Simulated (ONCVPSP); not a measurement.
**Ho: one change to an ONCV potential, before and after**

holmium, optimised norm-conserving Vanderbilt (ONCV), made with ONCVPSP 4.0.1 (LDA (Perdew-Zunger), scalar-relativistic). Core [Kr] 4d10 4f10, reference 5s2 5p6 5d1 6s1 (charge +1). Waves: 5s+6s: rc 2.45 bohr, ncon 5, nbas 8, qcut 5.9 1/bohr, 2 projectors; 5p: rc 1.80 bohr, ncon 4, nbas 8, qcut 6.1 1/bohr, 3 projectors, debl 0.5 Ha; 5d: rc 3.25 bohr, ncon 4, nbas 9, qcut 5.9 1/bohr, 1 projector; f scattering state at 0.15 Ha: rc 2.60 bohr, ncon 4, nbas 7, qcut 4.7 1/bohr, 2 projectors, debl 4 Ha. Local part: polynomial inside 1.75 bohr (lpopt 5, dvloc0 6 Ha). Core correction: Teter function, fcfact 4.25, rcfact 1.6.

In the p channel the program set the typed energies aside and used -1.317, 0.250, 0.750 Ha.

Change: core [Kr], valence charge 31; reference 4d10 4f10 5s2 5p6 5d1 6s2; waves now 5s+6s: rc 2.05 bohr, ncon 4, nbas 7, qcut 5.1 1/bohr, 2 projectors; 5p: rc 1.80 bohr, ncon 4, nbas 7, qcut 8.6 1/bohr, 2 projectors, debl 3.6 Ha; 4d+5d: rc 0.80 bohr, ncon 4, nbas 8, qcut 19.1 1/bohr, 2 projectors; 4f: rc 1.35 bohr, ncon 4, nbas 8, qcut 12.7 1/bohr, 3 projectors, debl 2.3 Ha; local potential polynomial inside 0.60 bohr (lpopt 5, dvloc0 0 Ha).

Cutoffs: the cutoffs (Ha) at which the residual kinetic energy of the hardest occupied pseudo-wave falls to 1 and 0.1 mHa per electron; they do not see the model core or the augmentation charge, which bear on the density cutoff. Errors are all-electron minus pseudo energies relative to the spin-unpolarised reference configuration.

Question: What does the change do?

Answer: The potential gets harder (14 Ha and 19 Ha → 130 Ha and 149 Ha); a bound ghost appears in p, s, which as a rule spoils a file; the number of tests with a reliable result goes from 4 to 2. The added semicore shells are compact, so their waves need more plane waves. Several settings change at once here, so the effects cannot be laid on one of them.

```csv
quantity,base,changed
"cutoff, loose",14 Ha,130 Ha
"cutoff, tight",19 Ha,149 Ha
bound ghosts,none,"s, p"
GHOST(+) flags under 300 eV,none,s at 62.5 eV
"tests counted as reliable (solved cleanly; for ONCVPSP, near-neutral configurations with less than one 5d electron left out)",4 of 4,2 of 4
p: phases at 1.82 bohr within 0.05 rad from the reference energy up to (Ha; the scan ends near 5),to the end of the scan,to the end of the scan
"rms error of d²Exc/dni dnj with the model core, mHa",0.97,1.75
```

Base: The cutoffs count occupied waves only; projector 2 of the f channel, the hardest unoccupied one, needs 37 Ha at the loose tolerance. A true bound ghost makes a file unfit for plane-wave use even where its test errors are small: the radial tests pick states by their node count and pass the ghost by.
